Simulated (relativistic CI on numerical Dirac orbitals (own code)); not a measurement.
**Energy levels of Nb24+**

These numbers are calculated, not measured: Dirac-Coulomb-Breit CI, orbitals from a KLI potential per configuration, a model potential for QED, unscaled Slater integrals (own radial code, finite nucleus).

Configurations in the expansion (outside the closed core [Ne]): 3s²3p⁵, 3s3p⁶, 3s²3p⁴3d, 3s3p⁵3d, 3p⁶3d, 3s3p⁴3d², 3s²3p³3d4p, 3p⁶4s, 3s²3p⁴4s, 3s3p⁴3d4s, 3p⁶4p, 3s²3p⁴4p, 3s²3p⁴4d, 3s3p⁵4s, 3p⁵3d4p, 3s²3p⁴4f, 3s3p⁵4p, 3s3p⁵4d, 3s3p⁵4f, 3s²3p⁴5s, 3s²3p⁴5p, 3s²3p⁴5d, 3s²3p³4s4p, 3s²3p⁴5f, 3s²3p⁴5g, 3s3p⁴4s², 3s3p⁵5s, 3s3p⁵5p, 3s²3p³3d², 3s²3p²3d³, 3s3p³3d³, 3s²3p²3d²4s, 3s²3p²3d²4p, 3s²3p²3d²4d, 3p⁵3d², 3p⁴3d³, 3p⁴3d²4s, 3p⁴3d²4p, 3p⁴3d²4d, 3s²3p³3d4s, 3s3p³3d²4s, 3s²3p²3d4s², 3s²3p²3d4s4p, 3s²3p²3d4s4d, 3p⁵3d4s, 3p⁴3d4s², 3p⁴3d4s4p, 3p⁴3d4s4d, 3s²3p³4s², 3s3p³3d4s², 3s²3p²4s²4p, 3s²3p²4s²4d, 3s²3p³4p², 3s²3p²3d4p², 3s3p³3d4p², 3s²3p²4s4p², 3s²3p²4p³, 3s²3p²4p²4d. Double excitations out of closed p, d and f shells are left out; levels of such configurations are missing from the list, as are those of other unlisted configurations, and high levels can miss mixing partners. These lack a partner that the ground configuration has and come out too high: 3s²3p⁴4f, 3s3p⁵4p, 3s3p⁵4d, 3s3p⁵4f, 3s²3p⁴5s.

The lowest level is 3s²3p⁵ ²P°3/2, with 98 % of that term; Hund's rules for 3s²3p⁵ give ²P° with J = 3/2, in agreement.

```csv
No.,Configuration,Term,J,E (eV),%,Landé g,Lifetime (s)
1,3s²3p⁵,²P°,3/2,0.000,98,1.331,
2,3s²3p⁵,²P°,1/2,20.597,97,0.662,1.22e-05
3,3s3p⁶,²S,1/2,92.646,67,2.009,5.88e-11
4,3s²3p⁴3d,⁴D,3/2,106.214,57,1.173,4.76e-09
5,3s²3p⁴3d,⁴D,5/2,106.320,69,1.314,2.36e-08
6,3s²3p⁴3d,⁴D,7/2,108.543,67,1.351,1.37e-03
7,3s²3p⁴3d,²P,1/2,108.550,43,0.689,9.00e-10
8,3s²3p⁴3d,⁴F,9/2,113.940,77,1.282,2.21e-03
9,3s²3p⁴3d,²F,7/2,114.358,46,1.106,1.71e-03
10,3s²3p⁴3d,²D,3/2,117.482,47,0.990,6.56e-10
11,3s²3p⁴3d,⁴P,1/2,121.078,57,1.918,4.88e-11
12,3s²3p⁴3d,⁴D,1/2,123.053,57,0.660,3.77e-10
13,3s²3p⁴3d,⁴F,5/2,123.974,57,1.124,1.78e-10
14,3s²3p⁴3d,⁴F,3/2,124.910,42,0.870,7.21e-11
15,3s²3p⁴3d,⁴P,5/2,125.720,37,1.224,1.26e-10
16,3s²3p⁴3d,⁴D,3/2,127.337,30,1.120,4.05e-09
17,3s²3p⁴3d,⁴F,7/2,131.372,53,1.222,1.78e-05
18,3s²3p⁴3d,²G,7/2,134.069,55,1.009,2.29e-05
19,3s²3p⁴3d,²D,5/2,134.140,45,1.125,1.68e-10
20,3s²3p⁴3d,²P,3/2,134.388,45,1.344,1.62e-09
21,3s²3p⁴3d,²F,5/2,137.129,66,1.069,1.01e-09
22,3s²3p⁴3d,²G,9/2,137.243,76,1.158,2.12e-05
23,3s²3p⁴3d,²F,5/2,141.459,43,1.084,3.26e-10
24,3s²3p⁴3d,²F,7/2,145.595,87,1.139,1.38e-05
25,3s²3p⁴3d,²D,3/2,150.585,43,0.906,9.83e-12
26,3s²3p⁴3d,²S,1/2,153.434,59,1.906,2.09e-12
27,3s²3p⁴3d,²D,5/2,156.901,87,1.179,2.38e-12
28,3s²3p⁴3d,²P,3/2,158.424,50,1.100,3.11e-12
29,3s²3p⁴3d,²D,5/2,164.366,60,1.175,6.60e-11
30,3s²3p⁴3d,²P,1/2,165.274,88,0.803,2.91e-12
31,3s²3p⁴3d,²D,3/2,176.065,77,0.874,2.51e-12
32,3s3p⁵3d,⁴P°,1/2,194.165,81,2.598,6.50e-11
33,3s3p⁵3d,⁴P°,3/2,196.454,73,1.675,6.69e-11
34,3s3p⁵3d,⁴P°,5/2,200.941,57,1.516,6.51e-11
35,3s3p⁵3d,⁴F°,7/2,204.152,61,1.241,4.24e-11
36,3s3p⁵3d,⁴F°,9/2,204.845,84,1.331,3.99e-11
37,3s3p⁵3d,⁴F°,5/2,206.998,51,1.108,3.74e-11
38,3s3p⁵3d,⁴F°,3/2,209.838,40,0.777,3.50e-11
39,3s3p⁵3d,⁴D°,1/2,210.212,32,0.154,5.95e-11
40,3s3p⁵3d,²F°,7/2,212.813,41,1.269,6.47e-11
41,3s3p⁵3d,²D°,5/2,213.505,27,1.149,6.95e-11
42,3s3p⁵3d,²F°,7/2,215.543,26,1.257,6.46e-11
43,3s²3p³3d²,⁶F°,3/2,216.081,33,0.963,5.68e-11
44,3s3p⁵3d,²D°,3/2,216.791,20,0.951,7.88e-11
45,3s3p⁵3d,²D°,5/2,217.756,26,1.156,9.87e-11
46,3s²3p³3d²,⁶F°,1/2,219.341,41,0.081,2.96e-11
47,3s²3p³3d²,⁶F°,7/2,219.963,40,1.322,6.49e-11
48,3s²3p³3d²,⁶F°,5/2,220.097,34,1.219,4.46e-11
49,3s²3p³3d²,⁶F°,9/2,220.971,70,1.363,2.04e-10
50,3s3p⁵3d,⁴D°,3/2,221.899,21,0.895,3.31e-11
51,3s3p⁵3d,⁴D°,1/2,222.049,37,0.019,2.84e-11
52,3s²3p³3d²,⁶F°,11/2,222.432,71,1.392,2.29e-09
53,3s²3p³3d²,⁶P°,3/2,225.617,56,2.004,7.58e-11
54,3s²3p³3d²,⁶P°,7/2,225.840,29,1.409,8.81e-11
55,3s²3p³3d²,⁶P°,5/2,226.009,21,1.202,8.43e-11
56,3s²3p³3d²,⁴F°,3/2,227.159,26,0.968,4.95e-11
57,3s²3p³3d²,⁶P°,5/2,228.182,42,1.425,6.71e-11
58,3s²3p³3d²,⁴P°,1/2,228.206,78,2.400,8.93e-11
59,3s²3p³3d²,⁶P°,7/2,230.096,27,1.188,1.00e-10
60,3s3p⁵3d,²F°,5/2,231.042,30,1.017,5.62e-11
61,3s3p⁵3d,²D°,3/2,231.972,29,1.071,2.42e-11
62,3s²3p³3d²,⁴G°,7/2,232.357,38,1.071,6.43e-11
63,3s²3p³3d²,⁴F°,5/2,232.841,18,1.086,3.14e-11
64,3s²3p³3d²,⁴D°,3/2,233.830,31,1.015,6.78e-11
65,3s²3p³3d²,⁴D°,5/2,234.608,20,1.059,3.31e-11
66,3s²3p³3d²,⁴G°,9/2,235.165,43,1.101,8.91e-11
67,3s²3p³3d²,⁴G°,7/2,236.050,23,1.176,1.11e-10
68,3s²3p³3d²,⁴D°,5/2,236.841,37,1.251,5.29e-11
69,3s²3p³3d²,⁴D°,1/2,236.916,74,0.182,2.82e-11
70,3s²3p³3d²,⁴H°,9/2,237.599,38,1.122,1.18e-10
```

Energies count from the lowest computed level; ° marks odd parity; lifetimes are radiative, by E1, M1, E2, M2, E3 decay to levels of this space only.

The mean weight of the leading LS term, summed over parents, in these 70 levels is 50 %, and that of the leading jj configuration (from the same eigenvectors) 55 %.

At this charge energies of transitions that change n are usually good to better than 1 %, and those within a shell (Δn = 0) to a few per cent.

LS names give the leading component of a level, which can be under half, so a name can repeat, a term be missing and a line seem to break the LS rules.
